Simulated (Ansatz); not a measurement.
```yaml
crystal:
  periodic: [false, false, false]
  atoms:
    - {symbol: O, position_ang: [-0.196905, -1.308379, 0.776219]}
    - {symbol: W, position_ang: [-0.102849, 0.399086, -0.040368]}
    - {symbol: O, position_ang: [1.645664, -0.040916, -0.500664]}
    - {symbol: F, position_ang: [-1.966795, 0.191499, -0.120944]}
    - {symbol: F, position_ang: [-0.340635, 1.253443, -1.679179]}
    - {symbol: S, position_ang: [0.152321, 1.868942, 1.448880]}
    - {symbol: H, position_ang: [-1.064963, -1.618886, 1.051331]}
    - {symbol: H, position_ang: [0.103095, -1.308379, 0.826219]}
basis:
  gaussian: {orbitals: def2-SVPD}
hamiltonian: {xc: {name: LC-wPBE}}
```

```sh
$ ansatz run in.yaml --threads 4 --pin off --events-out ev --progress --plain --max-ram 11315MiB
```

Shortened log:

```
Functional definition: LC-wPBE
1454 factors; their error is unknown
637 factors; integrals over basis functions are off by at most 3.3e-5 eV
mean field evaluation 1: about -22083.1650 eV, gradient 1.2e2 eV
mean field evaluation 2: about -21968.5844 eV, gradient 2.7e2 eV
mean field evaluation 4: about -22106.5704 eV, gradient 1.8e1 eV
mean field evaluation 8: about -22107.1199 eV, gradient 3.1e-1 eV
mean field evaluation 16: about -22107.0458 eV, gradient 2.5e-3 eV
mean field -22107.04580008 eV, -812.4189484590 hartree, gradient 4.1e-5 eV, S^2 0.000000; 0 other end points of the search recorded, 0 dependent functions left out
reference -22107.04580009 eV, -812.4189484593 hartree; 33, 33 occupied and 137, 137 virtual orbitals, 1454 factors
Total energy: -22107.04580009 eV, -812.4189484593 hartree
```

In this input one atom was put on top of another. The calculation finished and met its thresholds. The result belongs to that input, not to the molecule as meant.
